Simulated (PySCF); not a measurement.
## AsF⁺: frontier orbitals

PBE0 at R = 1.663 Å; As cc-pVTZ-PP with ECP10, F cc-pVTZ; scalar-relativistic core potentials (PySCF 2.14). State: ²Π (doublet), unpaired electrons π ↑. Only the outer orbitals are listed, counted within each symmetry, core potentials removing the inner ones.

```tsv
spin	orbital	occ.	ε (eV)	on As (%)	main shells (%)
α	5σ	1	-41.59	9	89 F s
α	6σ	1	-26.02	70	70 As s, 23 F p
α	3π	1	-20.81	12	87 F p, 10 As p
α	3π	1	-20.54	12	88 F p, 9 As p
α	7σ	1	-20.41	46	53 F p, 24 As s, 21 As p
α	4π	1	-14.56	91	90 As p, 9 F p
α	4π	0	-12.08	92	91 As p
α	8σ	0	-8.02	92	75 As p, 12 As d, 10 F p
α	9σ	0	-2.84	100	99 As s
β	5σ	1	-41.43	9	89 F s
β	6σ	1	-25.19	62	61 As s, 31 F p
β	3π	1	-20.51	11	89 F p, 8 As p
β	3π	1	-20.17	9	90 F p
β	7σ	1	-19.95	54	46 F p, 32 As s, 21 As p
β	4π	0	-11.65	93	92 As p
β	4π	0	-10.50	94	94 As p
β	8σ	0	-7.58	92	76 As p, 12 As d, 9 F p
```

Problem. Which are the highest filled and the lowest empty level, where do they sit, and how wide is the gap?

Solution. Highest filled α 4π at -14.56 eV (in %: 90 As p, 9 F p); lowest empty α 4π at -12.08 eV (in %: 91 As p); the gap at PBE0 is 2.48 eV. Both belong to one degenerate shell, split only by its one-sided filling, so this is no excitation gap.

| Property | Result |
| --- | --- |
| bond order (Mayer) | 1.35 |
| ⟨S²⟩ | 0.754 |
| charge on As (Mulliken, basis-dependent) | 1.15 |
| charge on As (Löwdin, basis-dependent) | 1.04 |
| dipole moment (positive dipole points towards F; it is taken about the centre of mass and depends on that origin) | -2.30 D |
| polarisability along the bond | 21.6 bohr³ |
| polarisability across the bond | 15.8 bohr³ |

Spin–orbit coupling is left out. The state is the lowest determinant that a PBE0 search found; another state may lie lower at other levels.
